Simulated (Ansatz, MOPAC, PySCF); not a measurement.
Reaction (SMILES): [SiH2]=[GeH-] -> [SiH-]=[GeH2]

Wanted: isomerisation energy (enthalpy at 298 K), in kcal/mol. Conventions: 6-31G* and kin with 6d, 5d where marked; LANL2DZ with its own core potentials from Na on; non-relativistic; no dispersion term unless named; no spin-orbit coupling; PM7 with its own dispersion and hydrogen-bond terms; valence correlation only (noble-gas shells and the d and f shells of earlier blocks). Ab initio and DFT rows: single points at B3LYP-D3(BJ) geometries (Ansatz, a program for electronic structure), with unscaled harmonic terms from B3LYP/6-31G* (LANL2DZ past Ar) (Ansatz) at its own minima. Semi-empirical rows: MOPAC heats of formation at their own minima for 298 K. Sets without +, aug- or the D of def2-TZVPD hold no diffuse functions, which anions need. The Hartree-Fock reference of [SiH2]=[GeH-], [SiH-]=[GeH2] is unstable towards a lower, spin-broken solution.

| level | program | isomerisation energy (enthalpy at 298 K) (kcal/mol) |
|---|---|---|
| PM3 | MOPAC | 16.7 |
| PM7 | MOPAC | -7.2 |
| MNDO | MOPAC | 9.0 |
| PBE/STO-3G | Ansatz | -8.6 |
| PBE/6-31G* | Ansatz | 8.2 |
| PBE/def2-SVP | Ansatz | 7.1 |
| BP86/6-31G* with LANL2DZ past Ar (5d) | PySCF | 5.4 |
| B3LYP/LANL2DZ | Ansatz | 8.1 |
| B3LYP/6-31G | Ansatz | 5.9 |
| B3LYP/6-31G* | Ansatz | 9.0 |
| B3LYP/6-31G* with LANL2DZ past Ar | Ansatz | 5.6 |
| PBE0/6-31G* | Ansatz | 8.0 |
| MP2/6-31G* | Ansatz | 8.3 |
| MP2/6-31G* with LANL2DZ past Ar | Ansatz | 6.6 |
| r2SCAN-D4/def2-TZVPD | Ansatz + dftd4 | 7.4 |
| B2PLYP-D3(BJ)/def2-TZVPD | Ansatz + dftd3 | 7.9 |

No value to compare with is used here. The 14 habitual levels span -8.6 (PBE/STO-3G) to 16.7 kcal/mol (PM3); r2SCAN-D4/def2-TZVPD gives 7.4.

The levels are drawn from those run, B3LYP/6-31G* more often than the rest, none by its result; left out are runs that failed, that the program found above a lower state of the same kind, or whose <S^2> lies over 0.5 above the pure value.
